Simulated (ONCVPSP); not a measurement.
An all-electron radial function and its pseudo partner (scandium (Sc))

Columns: radius, all-electron u(r) and pseudo u(r) of the 3p shell (level -33.62 eV) of scandium in the configuration [Ne] 3s2 3p6 3d1 4s2; PBE, scalar-relativistic, ONCV scheme, ONCVPSP 4.0.1.

```
r (bohr)  all-electron  pseudo
   0.115       -0.4077  0.0376
   0.230       -0.4655  0.1435
   0.345       -0.1617  0.3001
   0.460        0.2279  0.4827
   0.575        0.5619  0.6632
   0.690        0.7975  0.8163
   0.805        0.9347  0.9250
   0.920        0.9910  0.9813
   1.035        0.9879  0.9849
   1.150        0.9454  0.9452
   1.265        0.8792  0.8792
   1.380        0.8009  0.8009
   1.495        0.7184  0.7184
   1.610        0.6368  0.6368
   1.725        0.5593  0.5593
   1.840        0.4878  0.4878
   1.955        0.4230  0.4230
   2.070        0.3650  0.3650
   2.185        0.3139  0.3139
   2.300        0.2691  0.2691
   2.415        0.2301  0.2301
   2.530        0.1965  0.1965
   2.645        0.1675  0.1675
   2.760        0.1425  0.1425
   2.875        0.1212  0.1212
   2.990        0.1029  0.1029
```

(1) How many radial nodes do the two functions have?

(2) At about which radius was the pseudo-wave matched?

(3) Where does each function peak?

(4) Is the pseudo-wave norm-conserving?

## Answers

(1) The all-electron 3p function has n − l − 1 = 1; the pseudo-wave has 0, since the states of the same l below it are removed with the core.

(2) 1.25 bohr, where the columns begin to agree (steps of 0.12 bohr).

(3) Outermost all-electron maximum near 0.92 bohr, pseudo maximum near 1.03 bohr (to the table’s step).

(4) Yes: the ONCV scheme keeps the norm inside the radius equal to the all-electron one, which fixes the energy derivative of the logarithmic derivative at the level.
